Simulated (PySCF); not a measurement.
## Deuteron quadrupole couplings in `C#C[Si@@](N)(P)N=C`

Species: C3H7N2PSi.
Structure used (GFN2-xTB), in Å, numbered top down from 1:
```
atom  x, y, z in Å
C1     0.904    1.032    2.518
C2     0.635    0.421    1.518
Si3    0.187   -0.480   -0.054
N4     1.421   -1.477   -0.720
P5    -1.519   -1.871    0.430
N6    -0.222    0.566   -1.369
C7    -0.570    1.764   -1.420
H8     1.144    1.553    3.400
H9     1.629   -2.349   -0.265
H10    2.258   -1.054   -1.083
H11   -2.025   -1.878   -0.856
H12   -2.380   -0.861    0.825
H13   -0.845    2.191   -2.382
H14   -0.617    2.442   -0.563
```

Level: PBE0/pcSseg-1 (PySCF, non-relativistic); Q(2H) = 0.00286 b; rigid geometry, the same for H and D, with no vibrational averaging.

Question: Rank these positions by the coupling χzz of a deuteron there, largest first.
A. H8 (alkyne hydrogen)
B. H11 (P–H hydrogen)
C. H13 (hydrogen on a C=N carbon)
D. H14 (hydrogen on a C=N carbon)
E. H10 (N–H hydrogen)

Answer: E (291 kHz), A (260 kHz), C (207 kHz), D (198 kHz), B (145 kHz).

Q: Give the electric field gradient Vzz (the principal value of largest size), its asymmetry and the 2H coupling at each hydrogen.

A: 
```json
{"atom": "H8", "bonded to": "C1", "bond length (Å)": "1.053", "Vzz (au)": "0.3868", "η": "0.00", "χzz (kHz)": "260"}
{"atom": "H9", "bonded to": "N4", "bond length (Å)": "1.006", "Vzz (au)": "0.4313", "η": "0.17", "χzz (kHz)": "290"}
{"atom": "H10", "bonded to": "N4", "bond length (Å)": "1.006", "Vzz (au)": "0.4328", "η": "0.16", "χzz (kHz)": "291"}
{"atom": "H11", "bonded to": "P5", "bond length (Å)": "1.382", "Vzz (au)": "0.2157", "η": "0.07", "χzz (kHz)": "145"}
{"atom": "H12", "bonded to": "P5", "bond length (Å)": "1.385", "Vzz (au)": "0.2137", "η": "0.07", "χzz (kHz)": "144"}
{"atom": "H13", "bonded to": "C7", "bond length (Å)": "1.087", "Vzz (au)": "0.3084", "η": "0.01", "χzz (kHz)": "207"}
{"atom": "H14", "bonded to": "C7", "bond length (Å)": "1.094", "Vzz (au)": "0.2940", "η": "0.02", "χzz (kHz)": "198"}
```

Q: Average by the element that carries the hydrogen.

A: on C: 222 kHz over 3 positions, mean bond length 1.078 Å; on N: 290 kHz over 2 positions, mean bond length 1.006 Å; on P: 144 kHz over 2 positions, mean bond length 1.383 Å.

The structure is a single GFN2-xTB conformer in the gas phase; no vibrational or solvent corrections. GFN2-xTB bond lengths can be off by several hundredths of an ångström, more for odd bonds, and the gradients follow them. These gradients aren't converged with respect to the basis.

The run behind these numbers computed NMR shieldings as well. On one thread of an Arm Neoverse V1, on a shared host, this took 25 s and 0.75 GiB of memory at its peak.
